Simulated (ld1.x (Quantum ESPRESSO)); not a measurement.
# vanadium TM: all-electron and pseudo phase curves

- Element: V
- Generator: ld1.x (Quantum ESPRESSO) 7.5
- Type: norm-conserving Troullier–Martins (Kleinman–Bylander form)
- Functional: PBE
- Relativity: scalar-relativistic
- Frozen core: [Ne]
- Valence charge: 13
- Reference configuration: 3s2 3p6 3d4 4s1 4p0
- Partial waves: 3p (bound): rc 1.35 bohr; 3d (bound): rc 1.10 bohr; 4f channel at 0.15 Ry: rc 1.40 bohr; 3s (bound): rc 1.25 bohr
- Local potential: the s channel
- Core correction: Bessel-smoothed model core inside 0.55 bohr

Occupied shells without a wave of their own: 4s. They enter only through the test configuration that unscreens the potential, and ld1.x also counts them in the model core charge.

The phase is arctan(r·u′/u) with u = r·R(r), unwrapped; energies in Ry, scanned from -7 to 5 Ry. A pole is an energy at which the radial function vanishes at the test radius. The pseudo phase is shifted by a multiple of π to meet the all-electron one at the reference energy, and phase errors are pseudo minus all-electron; the curves can meet again beyond the range given. Levels narrower than the energy grid can be missing from the lists of poles.

For each channel, where are the poles, and over which energies does the pseudopotential scatter like the atom?

```json
{"channel": "s", "radius (bohr)": "1.54", "reference energy (Ry)": "-4.89", "poles, all-electron": "-3.76", "poles, pseudo": "-3.78", "unbroken range about the reference energy with phases within 0.05 rad": "below 1.1", "phase error 1 Ry above the reference energy (rad)": "-0.002"}
{"channel": "p", "radius (bohr)": "1.54", "reference energy (Ry)": "-2.98", "poles, all-electron": "-1.57", "poles, pseudo": "-1.59", "unbroken range about the reference energy with phases within 0.05 rad": "below 3.2", "phase error 1 Ry above the reference energy (rad)": "-0.002"}
{"channel": "d", "radius (bohr)": "1.54", "reference energy (Ry)": "-0.18", "poles, all-electron": "1.70", "poles, pseudo": "1.68", "unbroken range about the reference energy with phases within 0.05 rad": "the whole range", "phase error 1 Ry above the reference energy (rad)": "-0.002"}
{"channel": "f", "radius (bohr)": "1.54", "reference energy (Ry)": "0.15", "poles, all-electron": "none", "poles, pseudo": "none", "unbroken range about the reference energy with phases within 0.05 rad": "the whole range", "phase error 1 Ry above the reference energy (rad)": "+0.000"}
```

ld1.x takes every shell without a wave as core, so the model core holds the 4s electrons as well and exchange and correlation see them twice. This cancels in the reference configuration, but the file is broken for other ones, and its errors say nothing about a proper core correction.

Phases in the p channel:

```json
{"E (Ry)": "-7.00", "all-electron": "1.241", "pseudo": "1.239"}
{"E (Ry)": "-6.48", "all-electron": "1.210", "pseudo": "1.208"}
{"E (Ry)": "-5.96", "all-electron": "1.167", "pseudo": "1.164"}
{"E (Ry)": "-5.44", "all-electron": "1.103", "pseudo": "1.100"}
{"E (Ry)": "-4.92", "all-electron": "0.996", "pseudo": "0.992"}
{"E (Ry)": "-4.40", "all-electron": "0.785", "pseudo": "0.779"}
{"E (Ry)": "-3.88", "all-electron": "0.261", "pseudo": "0.254"}
{"E (Ry)": "-3.36", "all-electron": "-0.680", "pseudo": "-0.681"}
{"E (Ry)": "-2.84", "all-electron": "-1.210", "pseudo": "-1.210"}
{"E (Ry)": "-2.32", "all-electron": "-1.425", "pseudo": "-1.426"}
{"E (Ry)": "-1.80", "all-electron": "-1.536", "pseudo": "-1.538"}
{"E (Ry)": "-1.28", "all-electron": "-1.606", "pseudo": "-1.609"}
{"E (Ry)": "-0.76", "all-electron": "-1.657", "pseudo": "-1.661"}
{"E (Ry)": "-0.24", "all-electron": "-1.697", "pseudo": "-1.703"}
{"E (Ry)": "0.28", "all-electron": "-1.732", "pseudo": "-1.741"}
{"E (Ry)": "0.80", "all-electron": "-1.766", "pseudo": "-1.777"}
{"E (Ry)": "1.32", "all-electron": "-1.800", "pseudo": "-1.814"}
{"E (Ry)": "1.84", "all-electron": "-1.835", "pseudo": "-1.855"}
{"E (Ry)": "2.36", "all-electron": "-1.874", "pseudo": "-1.901"}
{"E (Ry)": "2.88", "all-electron": "-1.920", "pseudo": "-1.959"}
{"E (Ry)": "3.40", "all-electron": "-1.976", "pseudo": "-2.032"}
{"E (Ry)": "3.92", "all-electron": "-2.048", "pseudo": "-2.132"}
{"E (Ry)": "4.44", "all-electron": "-2.144", "pseudo": "-2.277"}
{"E (Ry)": "4.96", "all-electron": "-2.279", "pseudo": "-2.500"}
```
